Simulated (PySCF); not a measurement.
## Radial density of Cr⁺ (chromium, charge +1)

M06-2X, [Ar] 3d5, high-spin 6S determinant. All numbers are calculated (PySCF 2.14, the non-relativistic Hamiltonian (point nucleus), in cc-pVDZ (6s5p3d1f, 43 functions)).

```json
{"r (bohr)": "0.000867", "4πr²ρ (e/bohr)": "0.08439", "4πr²(ρα − ρβ)": "0.0000"}
{"r (bohr)": "0.00146", "4πr²ρ (e/bohr)": "0.2321", "4πr²(ρα − ρβ)": "0.0000"}
{"r (bohr)": "0.00245", "4πr²ρ (e/bohr)": "0.6260", "4πr²(ρα − ρβ)": "0.0000"}
{"r (bohr)": "0.00413", "4πr²ρ (e/bohr)": "1.634", "4πr²(ρα − ρβ)": "0.0000"}
{"r (bohr)": "0.00694", "4πr²ρ (e/bohr)": "4.041", "4πr²(ρα − ρβ)": "-0.0001"}
{"r (bohr)": "0.0117", "4πr²ρ (e/bohr)": "9.115", "4πr²(ρα − ρβ)": "-0.0003"}
{"r (bohr)": "0.0196", "4πr²ρ (e/bohr)": "17.65", "4πr²(ρα − ρβ)": "-0.0005"}
{"r (bohr)": "0.0330", "4πr²ρ (e/bohr)": "26.60", "4πr²(ρα − ρβ)": "-0.0004"}
{"r (bohr)": "0.0556", "4πr²ρ (e/bohr)": "27.54", "4πr²(ρα − ρβ)": "0.0009"}
{"r (bohr)": "0.0935", "4πr²ρ (e/bohr)": "21.89", "4πr²(ρα − ρβ)": "0.0097"}
{"r (bohr)": "0.157", "4πr²ρ (e/bohr)": "27.99", "4πr²(ρα − ρβ)": "0.0759"}
{"r (bohr)": "0.264", "4πr²ρ (e/bohr)": "27.61", "4πr²(ρα − ρβ)": "0.4828"}
{"r (bohr)": "0.445", "4πr²ρ (e/bohr)": "11.01", "4πr²(ρα − ρβ)": "1.8479"}
{"r (bohr)": "0.748", "4πr²ρ (e/bohr)": "13.42", "4πr²(ρα − ρβ)": "3.4810"}
{"r (bohr)": "1.26", "4πr²ρ (e/bohr)": "7.487", "4πr²(ρα − ρβ)": "2.8307"}
{"r (bohr)": "2.12", "4πr²ρ (e/bohr)": "1.313", "4πr²(ρα − ρβ)": "0.9702"}
{"r (bohr)": "3.56", "4πr²ρ (e/bohr)": "0.1249", "4πr²(ρα − ρβ)": "0.1215"}
{"r (bohr)": "5.99", "4πr²ρ (e/bohr)": "0.003480", "4πr²(ρα − ρβ)": "0.0035"}
```
